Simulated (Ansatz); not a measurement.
Born–Oppenheimer molecular dynamics of Cl₃H₃HfO (8 atoms, charge 0, multiplicity 1). It starts at the highest image of a converged band. Of that band: Neighbouring images differ by up to 1.3 eV, so the band resolves the path poorly. A vibrational analysis at the climbing image gives one clearly imaginary mode, 1103i cm⁻¹: a first-order saddle point.

These are results of Ansatz 0.2.0, RKS PBE0-D4/def2-SVP, not measurements.

```yaml
ensemble: NVE (velocity Verlet)
time_step: 0.5 fs
steps_asked: 200
starting_velocities_drawn_for: 100 K
seed: 10721
```

First frame:

```xyz
8
Properties=species:S:1:pos:R:3
Hf 0.151 -0.146 0.003
O -0.463 -0.579 1.988
H -0.972 -1.316 2.347
Cl 1.875 -0.631 -1.516
Cl -0.364 2.113 -0.257
Cl -1.500 -1.607 -0.821
H 1.594 -0.463 1.351
H 0.738 -0.640 1.941
```

(1) How far do the bonds stretch over the last three quarters of this one trajectory? (Pairs bonded in most of those frames.)

Answers

(1) 
```json
{"bond": "Hf1–O2", "mean (Å)": "2.476", "spread (Å)": "0.091", "shortest": "2.24", "longest": "2.58"}
{"bond": "Hf1–Cl4", "mean (Å)": "2.334", "spread (Å)": "0.019", "shortest": "2.30", "longest": "2.36"}
{"bond": "Hf1–Cl5", "mean (Å)": "2.356", "spread (Å)": "0.023", "shortest": "2.31", "longest": "2.38"}
{"bond": "Hf1–Cl6", "mean (Å)": "2.381", "spread (Å)": "0.040", "shortest": "2.31", "longest": "2.42"}
{"bond": "Hf1–H7", "mean (Å)": "1.837", "spread (Å)": "0.009", "shortest": "1.82", "longest": "1.87"}
{"bond": "O2–H3", "mean (Å)": "0.968", "spread (Å)": "0.012", "shortest": "0.95", "longest": "0.99"}
{"bond": "O2–H8", "mean (Å)": "0.967", "spread (Å)": "0.011", "shortest": "0.95", "longest": "0.99"}
```

Mean temperature of the second half: 364 K. The conserved energy stayed within 0.054 meV per atom of its start (net change 0.035 meV per atom), so the integration is sound. The kinetic energy rose, since the run started high on the potential surface and went downhill. A run of 0.1 ps of so small a system gives no equilibrium averages. The orbitals stay closed-shell, which can raise the energy where a bond breaks towards radicals; this wasn't checked here.

The run took 8.9 min on 2 threads of Intel(R) Xeon(R) 6975P-C (Granite Rapids), with other jobs on the host, peak memory 0.32 GiB.
